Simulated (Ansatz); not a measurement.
Species: C4H5FO, net charge 0, singlet state. SMILES: C=COC(=C)F
Geometry from a B3LYP-D3(BJ)/def2-TZVP (Ansatz, a first-principles code) optimisation:
```
C
C 1 1.3188
F 1 1.3433 2 122.20
O 1 1.3478 2 125.31 3 -176.27
H 2 1.0778 1 119.58 3 -179.14
H 2 1.0783 5 120.10 1 179.03
C 4 1.3821 1 119.19 2 -117.35
C 7 1.3221 4 126.82 1 7.12
H 8 1.0796 7 118.90 4 178.75
H 7 1.0801 8 124.01 9 -0.16
H 8 1.0806 9 118.11 7 -179.77
```
Charge 0, spin multiplicity 1.

Quantity: atomisation energy (electronic, to ground-state atoms), in kcal/mol. Cores are frozen in the correlated levels unless marked. Open shells are spin-unrestricted. No spin-orbit coupling. Non-relativistic unless marked X2C. The coupled-cluster limit lacks core correlation, which all-electron functionals hold. Basis-set limits of correlation are two-point, X^-3; Hartree-Fock from the larger set. [CCSD(T)-MP2]/basis is that difference in the basis named.

| level | program | atomisation energy (kcal/mol) | minus last row |
|---|---|---|---|
| SVWN5/def2-TZVPD | Ansatz | 1308.3 | 195.4 |
| BLYP-D4/def2-TZVPD | Ansatz + dftd4 | 1121.4 | 8.5 |
| B3LYP/def2-TZVPD | Ansatz | 1107.1 | -5.8 |
| PBE0-D3(BJ)/def2-TZVP | Ansatz + dftd3 | 1124.6 | 11.7 |
| PBE0-D3(BJ)/def2-TZVPD | Ansatz + dftd3 | 1124.5 | 11.6 |
| HSE06-D4/def2-TZVPD | Ansatz + dftd4 | 1125.6 | 12.7 |
| B2GP-PLYP-D4/def2-TZVPD | Ansatz + dftd4 | 1100.6 | -12.3 |
| B2GP-PLYP/def2-TZVPD | Ansatz | 1098.6 | -14.3 |
| PBE-QIDH/def2-TZVPD | Ansatz | 1106.9 | -6.0 |
| MP2/aug-cc-pVDZ | Ansatz | 1065.4 | -47.5 |
| SCS-MP2/aug-cc-pVDZ | Ansatz | 1048.7 | -64.2 |
| CCSD/aug-cc-pVDZ | Ansatz | 1017.2 | -95.7 |
| CCSD(T)/cc-pVDZ | Ansatz | 1023.9 | -89.0 |
| X2C-CCSD(T)/cc-pVTZ-DK | Ansatz | 1082.2 | -30.7 |
| RI-MP2/CBS(cc-pVTZ,cc-pVQZ)+[CCSD(T)-MP2]/cc-pVTZ | Ansatz | 1112.9 | 0.0 |
